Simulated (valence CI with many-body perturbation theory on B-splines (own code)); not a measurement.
## E1 transitions of Tc²⁺

Computed by configuration interaction combined with many-body perturbation theory (CI+MBPT): five valence electrons over a frozen Dirac-Fock core [Kr], radial functions for each j: 7 s, 7 p, 8 d, 6 f, 4 g, 1 h, with the one-electron correlation potential Σ1 (screened to all orders), the two-electron term Σ2, the three-electron term Σ3, Breit, model QED; selected single and double excitations, second order for the rest, scaled by the run's own slope (own B-spline code, finite nucleus).

No measured spectrum was set against this ion. As an estimate, terms of the open shell hold to 2 to 4 % of their energy, and close levels can change places; different configurations can be misplaced against each other by 1,000 to 8,000 cm⁻¹. Among the levels kept, up to 2700 cm⁻¹ of a level comes from second order outside the variational space, and about a tenth of that is noise between levels of different J, which matters for small intervals.

Lines 351 to 400 of 560 in falling wavelength, among levels below 14.681 eV, chosen from the strongest by gf and those to the six lowest levels. Wavelengths and rates use the calculated energies, so an error of 2000 cm⁻¹ moves a line at 130.8 nm by 2.6 % and its rate by three times that or more. Electric multipoles are in the length gauge, E1 and E2 with the static RPA response of the core. Weak lines are less certain than strong ones. Lines between different terms over intervals too small for the method are left out, as are lines whose strength nearly cancels. Where a level lies close to another of its J and parity, the split of strength between their lines is uncertain. The highest levels of a list are the least certain.

Names give the largest LS component (configuration and term), which can be under half, so a name can repeat, a term be missing and a line seem to break the LS rules; names also repeat where a configuration has a term twice. Letters in brackets count levels of one name in rising energy.

| λ vac (nm) | Upper | Lower | A (s⁻¹) | S (a.u.) with core polarisation | S without |
| --- | --- | --- | --- | --- | --- |
| 130.8 | 4d⁴5p ⁴F°_7/2 [a] | 4d⁵ ⁴G_9/2 | 2.98e+08 | 2.63e+00 | 2.91e+00 |
| 130.7 | 4d⁴5p ⁴F°_7/2 [a] | 4d⁵ ⁴G_7/2 | 2.85e+07 | 2.51e-01 | 2.77e-01 |
| 130.5 | 4d⁴5p ⁴D°_7/2 [a] | 4d⁵ ⁴D_5/2 | 8.25e+07 | 7.23e-01 | 7.97e-01 |
| 130.1 | 4d⁴5p ²H°_9/2 [b] | 4d⁵ ²G_7/2 [a] | 7.90e+07 | 8.58e-01 | 9.61e-01 |
| 129.3 | 4d⁴5p ⁴F°_9/2 [a] | 4d⁵ ⁴G_9/2 | 1.62e+07 | 1.73e-01 | 1.91e-01 |
| 129.3 | 4d⁴5p ⁴F°_9/2 [a] | 4d⁵ ⁴G_11/2 | 2.79e+08 | 2.97e+00 | 3.29e+00 |
| 129.3 | 4d⁴5p ⁴G°_5/2 [b] | 4d⁵ ²D_5/2 [a] | 1.69e+08 | 1.08e+00 | 1.21e+00 |
| 129.2 | 4d⁴5p ²G°_9/2 [b] | 4d⁵ ²H_11/2 | 1.30e+08 | 1.38e+00 | 1.53e+00 |
| 129.0 | 4d⁴5p ⁴D°_7/2 [a] | 4d⁵ ⁴D_7/2 | 8.67e+07 | 7.36e-01 | 8.02e-01 |
| 128.7 | 4d⁴5p ²F°_5/2 [a] | 4d⁵ ²D_3/2 [a] | 1.56e+08 | 9.85e-01 | 1.09e+00 |
| 128.5 | 4d⁴5p ⁴F°_7/2 [c] | 4d⁵ ⁴F_7/2 | 8.49e+07 | 7.11e-01 | 7.89e-01 |
| 128.3 | 4d⁴5p ⁴F°_9/2 [c] | 4d⁵ ⁴F_9/2 | 1.03e+08 | 1.07e+00 | 1.18e+00 |
| 127.9 | 4d⁴5p ²G°_9/2 [c] | 4d⁵ ²F_7/2 [b] | 1.09e+08 | 1.12e+00 | 1.24e+00 |
| 127.8 | 4d⁴5p ⁴D°_3/2 [a] | 4d⁵ ⁴P_5/2 | 3.67e+07 | 1.51e-01 | 1.66e-01 |
| 127.8 | 4d⁴5p ²I°_11/2 [b] | 4d⁵ ²G_9/2 [a] | 1.03e+08 | 1.27e+00 | 1.41e+00 |
| 127.6 | 4d⁴5p ⁴G°_9/2 [c] | 4d⁵ ²H_11/2 | 1.19e+08 | 1.22e+00 | 1.35e+00 |
| 127.5 | 4d⁴5p ⁴G°_7/2 [c] | 4d⁵ ²H_9/2 | 8.55e+07 | 7.00e-01 | 7.75e-01 |
| 126.8 | 4d⁴5p ⁴D°_5/2 [a] | 4d⁵ ⁴P_5/2 | 6.36e+07 | 3.84e-01 | 4.21e-01 |
| 126.5 | 4d⁴5p ²F°_7/2 [b] | 4d⁵ ²F_7/2 [b] | 1.72e+08 | 1.37e+00 | 1.52e+00 |
| 126.5 | 4d⁴5p ²G°_7/2 [c] | 4d⁵ ²H_9/2 | 1.20e+08 | 9.60e-01 | 1.06e+00 |
| 126.1 | 4d⁴5p ²D°_3/2 [b] | 4d⁵ ⁴F_3/2 | 2.29e+08 | 9.05e-01 | 1.00e+00 |
| 125.9 | 4d⁴5p ⁴D°_7/2 [a] | 4d⁵ ⁴P_5/2 | 3.49e+07 | 2.75e-01 | 3.07e-01 |
| 125.6 | 4d⁴5p ⁴G°_9/2 [c] | 4d⁵ ²H_9/2 | 8.43e+07 | 8.25e-01 | 9.13e-01 |
| 125.5 | 4d⁴5p ²I°_13/2 [b] | 4d⁵ ²H_11/2 | 5.55e+07 | 7.58e-01 | 8.35e-01 |
| 125.4 | 4d⁴5p ⁴G°_5/2 [c] | 4d⁵ ⁴F_3/2 | 1.81e+08 | 1.06e+00 | 1.18e+00 |
| 125.4 | 4d⁴5p ²H°_11/2 [b] | 4d⁵ ⁴F_9/2 | 1.47e+08 | 1.72e+00 | 1.91e+00 |
| 125.1 | 4d⁴5p ⁴G°_11/2 [c] | 4d⁵ ²H_9/2 | 1.02e+08 | 1.19e+00 | 1.32e+00 |
| 124.9 | 4d⁴5p ⁴G°_7/2 [c] | 4d⁵ ⁴F_5/2 | 1.05e+08 | 8.06e-01 | 8.93e-01 |
| 124.8 | 4d⁴5p ²I°_11/2 [a] | 4d⁵ ²I_11/2 | 8.43e+07 | 9.72e-01 | 1.07e+00 |
| 124.8 | 4d⁴5p ²G°_7/2 [d] | 4d⁵ ²G_7/2 [a] | 1.87e+08 | 1.43e+00 | 1.57e+00 |
| 124.7 | 4d⁴5p ²I°_13/2 [a] | 4d⁵ ²I_13/2 | 9.33e+07 | 1.25e+00 | 1.38e+00 |
| 124.6 | 4d⁴5p ²F°_7/2 [b] | 4d⁵ ²G_9/2 [a] | 1.13e+08 | 8.60e-01 | 9.66e-01 |
| 124.4 | 4d⁴5p ²F°_5/2 [c] | 4d⁵ ²F_5/2 [b] | 2.42e+08 | 1.38e+00 | 1.53e+00 |
| 124.2 | 4d⁴5p ²F°_5/2 [b] | 4d⁵ ²D_3/2 [a] | 1.32e+08 | 7.48e-01 | 8.30e-01 |
| 124.0 | 4d⁴5p ²D°_5/2 [b] | 4d⁵ ²F_7/2 [a] | 1.53e+08 | 8.64e-01 | 9.58e-01 |
| 124.0 | 4d⁴5p ²G°_9/2 [b] | 4d⁵ ⁴F_7/2 | 1.40e+08 | 1.32e+00 | 1.47e+00 |
| 123.7 | 4d⁴5p ²H°_9/2 [a] | 4d⁵ ²I_11/2 | 9.32e+07 | 8.71e-01 | 9.63e-01 |
| 123.3 | 4d⁴5p ²H°_9/2 [c] | 4d⁵ ²G_9/2 [a] | 1.40e+08 | 1.29e+00 | 1.43e+00 |
| 123.3 | 4d⁴5p ²G°_7/2 [c] | 4d⁵ ⁴F_7/2 | 1.05e+08 | 7.79e-01 | 8.64e-01 |
| 122.8 | 4d⁴5p ²D°_3/2 [b] | 4d⁵ ²D_3/2 [a] | 2.03e+08 | 7.41e-01 | 8.22e-01 |
| 122.7 | 4d⁴5p ²G°_9/2 [c] | 4d⁵ ²H_9/2 | 8.23e+07 | 7.51e-01 | 8.29e-01 |
| 122.6 | 4d⁴5p ⁴F°_9/2 [b] | 4d⁵ ²I_11/2 | 7.80e+07 | 7.09e-01 | 7.85e-01 |
| 122.0 | 4d⁴5p ⁴G°_11/2 [c] | 4d⁵ ⁴F_9/2 | 7.62e+07 | 8.20e-01 | 9.12e-01 |
| 122.0 | 4d⁴5p ⁴H°_11/2 [b] | 4d⁵ ²I_13/2 | 7.19e+07 | 7.73e-01 | 8.63e-01 |
| 121.7 | 4d⁴5p ²D°_3/2 [b] | 4d⁵ ²D_5/2 [a] | 2.92e+08 | 1.04e+00 | 1.15e+00 |
| 121.4 | 4d⁴5p ⁴D°_3/2 [b] | 4d⁵ ⁴P_5/2 | 3.43e+07 | 1.21e-01 | 1.35e-01 |
| 121.3 | 4d⁴5p ⁴D°_7/2 [d] | 4d⁵ ⁴F_9/2 | 1.04e+08 | 7.35e-01 | 8.13e-01 |
| 121.3 | 4d⁴5p ⁴H°_7/2 [a] | 4d⁵ ⁴G_7/2 | 1.63e+07 | 1.15e-01 | 1.29e-01 |
| 121.0 | 4d⁴5p ⁴H°_7/2 [a] | 4d⁵ ⁴G_5/2 | 1.58e+08 | 1.11e+00 | 1.24e+00 |
| 120.9 | 4d⁴5p ⁴H°_9/2 [a] | 4d⁵ ⁴G_9/2 | 1.87e+07 | 1.63e-01 | 1.83e-01 |
